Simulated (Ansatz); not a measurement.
Total energies of GeI₂ from Ansatz at PBE-D4/def2-TZVP, gas phase (1 Eh = 27.2114 eV = 2625.5 kJ/mol). The reference geometry is relaxed at PBE-D4/def2-TZVP.

```
                 state   geometry  energy (Eh)
      charge 0 singlet  reference  -2672.17917
      charge 1 doublet  reference  -2671.85163
free Ge atom (triplet)          –  -2076.60177
 free I atom (doublet)          –   -297.66548
```

In the def2 sets I takes a core potential; there is no spin–orbit coupling.

Question: Work out the vertical ionisation energy to the doublet.

Answer: E(charge 1 doublet) − E(charge 0 singlet) = -2671.85163 − (-2672.17917) = 0.32754 Eh = 8.91 eV. For comparison, −ε of the highest occupied level is 6.33 eV at this level, 2.58 eV less.

Question: What is the binding energy per atom against free atoms?

Answer: Atoms: 1 × (-2076.60177) + 2 × (-297.66548) = -2671.93273 Eh. Binding: -2671.93273 − (-2672.17917) = 0.24644 Eh = 6.71 eV, or 2.24 eV for each of 3 atoms (no zero-point energy, no counterpoise term).

At PBE-D4/def2-TZVP the gap within one spin of the charge 1 doublet nearly closes, so an electron or hole may be smeared out by delocalisation error.
